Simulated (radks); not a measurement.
Results of a calculation; reference values are marked as such.
Effect of the nuclear size on neutral germanium, [Ar] 3d10 4s2 4p2. Level of theory: Dirac Kohn-Sham, BLYP, spin-unpolarised, spherical densities, finite nucleus; open shells fill j = l - 1/2 first; Fermi nuclear charge, rms radius 4.0742 fm (a radial shooting solver on a logarithmic mesh with Libxc functionals). The rms radius is varied about that value; shifts are against it.

rms radius (fm),total energy shift (eV),density at nucleus (e/bohr^3),1s1/2 shift (meV),2s1/2 shift (meV),2p1/2 shift (meV),3s1/2 shift (meV)
3.6138,-0.0725,3.198e+04,-30.8,-3.00,0.243,-0.448
3.7809,-0.0471,3.188e+04,-20.0,-1.95,0.158,-0.291
4.0742,0,3.173e+04,0.000,0.000,0.000,0.000
4.2209,0.0248,3.166e+04,10.5,1.03,-0.083,0.153
4.5183,0.0776,3.152e+04,32.9,3.21,-0.260,0.479

Slopes of the eigenvalues against <r^2> in GHz/fm^2, as finite differences over the two radii next to the reference (eigenvalue slopes, not the field-shift constants of lines): 1s1/2 2100, 2s1/2 204, 2p1/2 -16.6, 3s1/2 30.5.
